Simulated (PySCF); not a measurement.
Compound: C2H7BrSi.
Geometry (PBE0-D3(BJ)/def2-SVP, Å), atoms numbered from 1 in this order:
```
atom  x, y, z in Å
C1    -1.5566    0.2067    0.5145
Si2   -0.1097   -0.6096   -0.3644
C3     1.4603    0.4125   -0.0892
Br4    2.9761   -0.3908   -1.0045
H5    -1.7084    1.2376    0.1590
H6    -1.3932    0.2372    1.6029
H7    -2.4860   -0.3540    0.3287
H8     0.1256   -1.9831    0.1731
H9    -0.3642   -0.6968   -1.8336
H10    1.7275    0.4732    0.9754
H11    1.3583    1.4363   -0.4768
```

The calculation used PySCF 2.14.0, PBE0-D3(BJ)/def2-SVP geometry optimisation, gas phase.

Masses are those of the commonest isotopes; rigid-rotor values at the optimised geometry. The values belong to one conformer with, in the numbering `[CH3:1][SiH2:2][CH2:3][Br:4]`, C1–Si2–C3–Br4 -179°.

Give the principal moments of inertia and the rotational constants in MHz.

Ia = 32.51, Ib = 432.70, Ic = 452.82 u·Å²; 505379 MHz·u·Å²/I gives A = 15547, B = 1168, C = 1116 MHz.

What kind of rotor is it?

A near-prolate asymmetric top. Ray's parameter κ = (2B − A − C)/(A − C) = -0.993; −1 is the prolate and +1 the oblate limit.

What does the inertial defect say?

Not planar: Δ = Ic − Ia − Ib = -12.38 u·Å². For a rigid frame Δ = −2 Σ m c², so Σ m c² = 6.19 u·Å² lies off the ab plane, practically all of it from hydrogen. The atom farthest from that plane is 1.23 Å away.

Which types of transition are allowed, and where do some lines up to J = 3 fall?

The dipole components are |μa| = 2.05 D, |μb| = 1.21 D, |μc| = 0.00 D. Intensities carry the squares of the components, which stand as 1.00 : 0.35 : 0.00 (a : b : c). Some of the stronger lines:

```json
{"type": "a", "branch": "Q", "J(Ka,Kc)": "3(1,2) ← 3(1,3)", "MHz": "311", "lower level (cm⁻¹)": "0.932"}
{"type": "a", "branch": "R", "J(Ka,Kc)": "1(0,1) ← 0(0,0)", "MHz": "2284", "lower level (cm⁻¹)": "0.000"}
{"type": "a", "branch": "R", "J(Ka,Kc)": "2(0,2) ← 1(0,1)", "MHz": "4568", "lower level (cm⁻¹)": "0.076"}
{"type": "a", "branch": "R", "J(Ka,Kc)": "2(1,1) ← 1(1,0)", "MHz": "4620", "lower level (cm⁻¹)": "0.558"}
{"type": "a", "branch": "R", "J(Ka,Kc)": "3(1,3) ← 2(1,2)", "MHz": "6774", "lower level (cm⁻¹)": "0.706"}
{"type": "a", "branch": "R", "J(Ka,Kc)": "3(0,3) ← 2(0,2)", "MHz": "6852", "lower level (cm⁻¹)": "0.229"}
{"type": "a", "branch": "R", "J(Ka,Kc)": "3(2,2) ← 2(2,1)", "MHz": "6852", "lower level (cm⁻¹)": "2.151"}
{"type": "a", "branch": "R", "J(Ka,Kc)": "3(2,1) ← 2(2,0)", "MHz": "6853", "lower level (cm⁻¹)": "2.151"}
{"type": "a", "branch": "R", "J(Ka,Kc)": "3(1,2) ← 2(1,1)", "MHz": "6930", "lower level (cm⁻¹)": "0.712"}
{"type": "b", "branch": "Q", "J(Ka,Kc)": "1(1,0) ← 1(0,1)", "MHz": "14431", "lower level (cm⁻¹)": "0.076"}
{"type": "b", "branch": "Q", "J(Ka,Kc)": "2(1,1) ← 2(0,2)", "MHz": "14483", "lower level (cm⁻¹)": "0.229"}
{"type": "b", "branch": "R", "J(Ka,Kc)": "1(1,1) ← 0(0,0)", "MHz": "16663", "lower level (cm⁻¹)": "0.000"}
{"type": "b", "branch": "R", "J(Ka,Kc)": "2(1,2) ← 1(0,1)", "MHz": "18895", "lower level (cm⁻¹)": "0.076"}
{"type": "b", "branch": "R", "J(Ka,Kc)": "3(1,3) ← 2(0,2)", "MHz": "21102", "lower level (cm⁻¹)": "0.229"}
{"type": "b", "branch": "Q", "J(Ka,Kc)": "2(2,1) ← 2(1,2)", "MHz": "43293", "lower level (cm⁻¹)": "0.706"}
{"type": "b", "branch": "Q", "J(Ka,Kc)": "3(2,2) ← 3(1,3)", "MHz": "43371", "lower level (cm⁻¹)": "0.932"}
{"type": "b", "branch": "R", "J(Ka,Kc)": "2(2,1) ← 1(1,0)", "MHz": "47757", "lower level (cm⁻¹)": "0.558"}
{"type": "b", "branch": "R", "J(Ka,Kc)": "2(2,0) ← 1(1,1)", "MHz": "47809", "lower level (cm⁻¹)": "0.556"}
{"type": "b", "branch": "R", "J(Ka,Kc)": "3(2,2) ← 2(1,1)", "MHz": "49990", "lower level (cm⁻¹)": "0.712"}
{"type": "b", "branch": "R", "J(Ka,Kc)": "3(2,1) ← 2(1,2)", "MHz": "50146", "lower level (cm⁻¹)": "0.706"}
{"type": "b", "branch": "Q", "J(Ka,Kc)": "3(3,0) ← 3(2,1)", "MHz": "72025", "lower level (cm⁻¹)": "2.379"}
{"type": "b", "branch": "Q", "J(Ka,Kc)": "3(3,1) ← 3(2,2)", "MHz": "72026", "lower level (cm⁻¹)": "2.379"}
{"type": "b", "branch": "R", "J(Ka,Kc)": "3(3,1) ← 2(2,0)", "MHz": "78878", "lower level (cm⁻¹)": "2.151"}
{"type": "b", "branch": "R", "J(Ka,Kc)": "3(3,0) ← 2(2,1)", "MHz": "78878", "lower level (cm⁻¹)": "2.151"}
```

No frequency check. These are rigid-rotor constants of the computed structure; measured ground-state constants (B0) also hold zero-point vibration. A rigid rotor knows nothing of internal rotation, which can split or shift real lines. Quadrupole hyperfine structure (79Br) is left out.
